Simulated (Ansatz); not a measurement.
Compare A (`BC(F)([SiH3])[SiH3]`) with its isomer B (`C[SiH](F)B[SiH3]`).

Program: Ansatz. Geometries: PBE0-D4/def2-TZVP. ΔE: electronic, gas phase. CBS: MP2 limit from def2 TZ/QZ plus the TZ coupled-cluster correction, frozen cores. Functionals use def2-TZVPP. B3LYP here is the variant with VWN-RPA as its local correlation; programs differ in this. One conformer a species, not always the lowest.

Task: Which is lower in electronic energy at CCSD(T)/CBS, and by how much? (An estimate is asked.)

Result: The calculation gave: B, by 194.9 kJ/mol.

Task: Give E(B) − E(A) in kJ/mol with B3LYP, ωB97M-V, CCSD(T)/def2-TZVPP, MP2/def2-TZVPP, PBE-D4, B2PLYP, CCSD/def2-TZVPP. (An estimate is asked.)

Result: Ansatz gave: B3LYP -192.2, ωB97M-V -179.5, CCSD(T)/def2-TZVPP -191.8, MP2/def2-TZVPP -191.2, PBE-D4 -182.4, B2PLYP -191.8, CCSD/def2-TZVPP -196.7. None reverses the order clearly.

Largest T1 diagnostic: 0.014.

The D4 term adds +7.7 kJ/mol with B3LYP and +3.8 kJ/mol with PBE0; it sums over pairs of atoms, weighted by their polarisabilities, and B3LYP, whose exchange is more repulsive, gets the larger term. In def2-TZVPP, CCSD(T) changes the Hartree–Fock value by +12.4 kJ/mol (the triples alone add +4.9 kJ/mol) and MP2 by +12.9 kJ/mol.
